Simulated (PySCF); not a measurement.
CH4OSTe, SMILES CS[Te]O. The structure is a stationary point at PBE0-D3(BJ)/def2-SVP. The def2 effective core potentials stand for the cores of Te; spin–orbit coupling is left out. Other conformers were not sampled.

Problem. Give the equilibrium geometry at PBE0-D3(BJ)/def2-SVP (PySCF confirms it by a frequency run) as bond lengths and angles. (An estimate is asked for; the answer gives what the named calculation found.)

Solution. One answer among several that fit: 
Atoms: Te1 O2 H3 S4 C5 H6 H7 H8. Bonded distances (Å): Te1–O2 2.002, Te1–S4 2.378, O2–H3 0.966, S4–C5 1.819, C5–H6 1.098, C5–H7 1.101, C5–H8 1.098. Angles (°): O2–Te1–S4 102.6, Te1–O2–H3 106.9, Te1–S4–C5 104.6, S4–C5–H6 111.4, S4–C5–H7 106.0, S4–C5–H8 111.1, H6–C5–H7 109.1, H6–C5–H8 110.2, H7–C5–H8 108.8.
